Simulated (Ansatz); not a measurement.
Consider the ligand exchange at a B–C bond: `OBCO` + `OCF` → `OBOCF` + CH₃OH.

Gas-phase electronic energies from Ansatz, PBE0-D4/def2-TZVP geometries. CCSD(T)/CBS is the MP2 limit (def2-TZVPP, def2-QZVPP) plus CCSD(T) − MP2 in def2-TZVPP, frozen cores. This one scheme is used for every species. Functionals use def2-TZVPP. B3LYP here is the variant with VWN-RPA as its local correlation; programs differ in this. HSE06 is defined as in plane-wave codes. Each species was taken in one conformer, which may not be the lowest.

```json
{"level": "LDA (SPW92)", "ΔE (kcal/mol)": "-27.5", "difference from CCSD(T)/CBS": "2.0"}
{"level": "PBE0-D4", "ΔE (kcal/mol)": "-28.4", "difference from CCSD(T)/CBS": "1.1"}
{"level": "B3LYP-D4", "ΔE (kcal/mol)": "-30.1", "difference from CCSD(T)/CBS": "-0.6"}
{"level": "r2SCAN0-D4", "ΔE (kcal/mol)": "-29.8", "difference from CCSD(T)/CBS": "-0.3"}
{"level": "BHLYP-D4", "ΔE (kcal/mol)": "-31.2", "difference from CCSD(T)/CBS": "-1.7"}
{"level": "ωB97X-V", "ΔE (kcal/mol)": "-29.2", "difference from CCSD(T)/CBS": "0.3"}
{"level": "PBE", "ΔE (kcal/mol)": "-27.7", "difference from CCSD(T)/CBS": "1.8"}
{"level": "revPBE", "ΔE (kcal/mol)": "-27.8", "difference from CCSD(T)/CBS": "1.7"}
{"level": "PBE0", "ΔE (kcal/mol)": "-28.5", "difference from CCSD(T)/CBS": "1.0"}
{"level": "B3LYP", "ΔE (kcal/mol)": "-30.3", "difference from CCSD(T)/CBS": "-0.8"}
{"level": "HSE06", "ΔE (kcal/mol)": "-28.5", "difference from CCSD(T)/CBS": "1.0"}
{"level": "HF/def2-SVP", "ΔE (kcal/mol)": "-34.5", "difference from CCSD(T)/CBS": "-5.0"}
{"level": "HF/def2-TZVPP", "ΔE (kcal/mol)": "-33.4", "difference from CCSD(T)/CBS": "-3.9"}
{"level": "SCS-MP2/def2-QZVPP", "ΔE (kcal/mol)": "-30.7", "difference from CCSD(T)/CBS": "-1.2"}
{"level": "HF/CBS(def2)", "ΔE (kcal/mol)": "-33.5", "difference from CCSD(T)/CBS": "-4.0"}
{"level": "MP2/CBS(def2)", "ΔE (kcal/mol)": "-29.8", "difference from CCSD(T)/CBS": "-0.3"}
{"level": "CCSD(T)/CBS", "ΔE (kcal/mol)": "-29.5", "difference from CCSD(T)/CBS": "0"}
```

Largest T1 diagnostic among the species: 0.013.

Leaving LDA and LC-ωPBE aside and taking each functional with its dispersion term where it has one, the values, not all of them listed here, spread over 3.8 kcal/mol, from BHLYP-D4 to revPBE-D4. At CCSD(T), def2-SVP lies −3.7 kcal/mol from the extrapolated value and def2-TZVPP −0.7 kcal/mol. In def2-TZVPP, CCSD(T) changes the Hartree–Fock value by +3.2 kcal/mol (the triples alone add +0.2 kcal/mol) and MP2 by +2.9 kcal/mol.
